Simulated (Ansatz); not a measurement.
Ansatz (a first-principles code) input (PBE/LANL2DZ): The .json file is the Basis Set Exchange's LANL2DZ.

Ansatz 0.2 input:
```yaml
crystal:
  periodic: [false, false, false]
  atoms:
    - {symbol: Tl, position_ang: [-0.00000000, -0.00000000, -0.43926089]}
    - {symbol: Cl, position_ang: [0.00000000, 0.00000000, 2.09294892]}
basis:
  gaussian:
    orbitals: LANL2DZ.json
hamiltonian:
  xc: {name: PBE}
output: {forces: true}
```

From the last part of the output:

```
WARN ansatz: RAYON_NUM_THREADS=1 ignored (pool sized by the plan → 1); use --threads N
Functional definition: PBE
integrals: 0.01 GiB planned
395 factors; integrals over basis functions are off by at most 1.5e-4 eV
mean field: 0.06 GiB planned
mean field evaluation 1: about -1817.3932 eV, gradient 2.0e1 eV
mean field evaluation 2: about -1793.4541 eV, gradient 8.4e1 eV
mean field evaluation 4: about -1818.8625 eV, gradient 1.6e0 eV
mean field evaluation 8: about -1818.8695 eV, gradient 1.8e-2 eV
mean field -1818.86951429 eV, -66.8422217762 hartree, gradient 2.3e-5 eV, S^2 0.000000; 0 other end points of the search recorded, 0 dependent functions left out
the calculation of the forces begins
reference -1818.86954727 eV, -66.8422229880 hartree; 10, 10 occupied and 16, 16 virtual orbitals, 395 factors
Total energy: -1818.86954727 eV, -66.8422229880 hartree
Atom 0 at    -0.000000    -0.000000    -0.439261 Å, force    -0.000000    -0.000000    -1.324055 eV/Å
Atom 1 at     0.000000     0.000000     2.092949 Å, force     0.000000     0.000000     1.324055 eV/Å
Dipole moment:    -0.000000    -0.000000    -1.125978 e Å
```
